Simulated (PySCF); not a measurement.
All values below come from PBE-D3(BJ)/def2-TZVP (PySCF 2.14.0). All species are isolated molecules in the gas phase. One relaxed conformer stands for a flexible species; it need not be the lowest. Excitations are Tamm–Dancoff values on a coarser integration grid. The basis has no diffuse functions, so Rydberg states are missing or too high.

Reference species (SMILES): `[OH][GeH2][OH]` (H–O–Ge–O torsion 78°, O–Ge–O–H torsion -84°) (neutral, multiplicity 1).

```yaml
T1 excitation (TDA): 6.03 eV
LUMO: -0.76 eV
HOMO: -7.05 eV
S1 excitation (TDA): 6.58 eV
```

Changed species: `[OH][GeH]([OH])[OH]` (1 of 4 OH replaced by H; the reference has 2 of 4 OH replaced by H).

Task: Give the shifts of the T1 excitation (TDA), LUMO, HOMO and S1 excitation (TDA).

Result: the T1 excitation (TDA) falls by 0.03 eV, to 6.00 eV; the LUMO falls by 0.19 eV, to -0.95 eV; the HOMO falls by 0.13 eV, to -7.18 eV; the S1 excitation (TDA) falls by 0.10 eV, to 6.48 eV.
